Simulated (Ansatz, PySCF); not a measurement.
Species: H9Si4O, charge 0, multiplicity 2. SMILES: [Si]([SiH3])(O)([SiH3])[SiH2]
Geometry: optimised at B3LYP-D3(BJ)/def2-TZVP (Ansatz, a program for electronic structure).

Property: atomisation energy, in kcal/mol. Terms: open shells spin-unrestricted; non-relativistic; 6-311+G** with 5d, 6d on Na to Ar in Ansatz; atomisation electronic, to ground-state atoms; spin-orbit terms left out; six Cartesian d functions in 6-31G* and its kin unless marked 5d; no dispersion term unless named; frozen cores in correlated levels; LANL2DZ with its own core potentials from Na on. Basis-set limits of correlation are two-point, X^-3; Hartree-Fock from the larger set. Ab initio and DFT rows: single points at B3LYP-D3(BJ) geometries (Ansatz).

Coupled cluster (Ansatz) is a level with limits of its own, used here on species with T1 under 0.025 (0.045 for open shells) and stable references: CCSD(T)/CBS(cc-pV(T+d)Z,cc-pV(Q+d)Z).

Value to compare with, CCSD(T)/CBS(cc-pV(T+d)Z,cc-pV(Q+d)Z) (Ansatz): 1005.2 kcal/mol.

```tsv
level	program	atomisation energy (kcal/mol)	difference
HF/3-21G	Ansatz	628.3	-376.9
HF/LANL2DZ	Ansatz	660.1	-345.1
SVWN5/6-31G*	Ansatz	1100.9	95.7
PBE/STO-3G	Ansatz	1333.1	327.9
PBE/LANL2DZ	Ansatz	949.5	-55.7
PBE/def2-SVP	Ansatz	979.6	-25.6
BP86/6-31G* (5d)	PySCF	995.5	-9.7
B3LYP/6-31+G*	Ansatz	967.9	-37.3
B3LYP/cc-pVDZ	Ansatz	955.2	-50.0
PBE0/6-311+G**	Ansatz	968.0	-37.2
M06-2X/6-31G* (5d)	PySCF	979.2	-26.0
M06-2X/6-311+G**	PySCF	981.0	-24.2
MP2/STO-3G	Ansatz	1103.3	98.1
PBE/def2-TZVPD	Ansatz	986.5	-18.7
```

Among the 13 habitual levels, HF/3-21G lies farthest from CCSD(T)/CBS(cc-pV(T+d)Z,cc-pV(Q+d)Z) (Ansatz) (-376.9 kcal/mol) and BP86/6-31G* (5d) nearest (-9.7); 3 of 13 lie above it, and their mean absolute difference is 116.1 kcal/mol, the median 50.0. One case shows no general order.

The levels are drawn from those run, B3LYP/6-31G* more often than the rest, none by its result; left out are runs that failed, that the program found above a lower state of the same kind, or whose <S^2> lies over 0.5 above the pure value.
